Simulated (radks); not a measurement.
The hydrogen anion H-, [He], held by a Watson sphere: a shell of charge +1 at radius R that stands for the Madelung well of a crystal (potential energy -1/R inside, -1/r outside, in hartree with lengths in bohr). Calculated with a radial shooting solver on a logarithmic mesh with Libxc functionals: non-relativistic Kohn-Sham, r2SCAN, spin-unpolarised, spherical densities, point nucleus; meta-GGA in the generalised Kohn-Sham scheme.

R (bohr) = 1.5: e(1s) (eV) -8.496; <r> 1s (bohr) 1.603; sum of <r^2> (bohr^2) 6.782; X-ray form factor at sin(theta)/lambda = 0.2 1/angstrom 0.876
R (bohr) = 1.56: e(1s) (eV) -8.311; <r> 1s (bohr) 1.627; sum of <r^2> (bohr^2) 6.983; X-ray form factor at sin(theta)/lambda = 0.2 1/angstrom 0.859
R (bohr) = 2.44: e(1s) (eV) -6.242; <r> 1s (bohr) 1.915; sum of <r^2> (bohr^2) 9.804; X-ray form factor at sin(theta)/lambda = 0.2 1/angstrom 0.674
R (bohr) = 2.49: e(1s) (eV) -6.151; <r> 1s (bohr) 1.929; sum of <r^2> (bohr^2) 9.956; X-ray form factor at sin(theta)/lambda = 0.2 1/angstrom 0.667
R (bohr) = 2.69: e(1s) (eV) -5.808; <r> 1s (bohr) 1.981; sum of <r^2> (bohr^2) 10.55; X-ray form factor at sin(theta)/lambda = 0.2 1/angstrom 0.642
R (bohr) = 3.02: e(1s) (eV) -5.305; <r> 1s (bohr) 2.058; sum of <r^2> (bohr^2) 11.49; X-ray form factor at sin(theta)/lambda = 0.2 1/angstrom 0.611
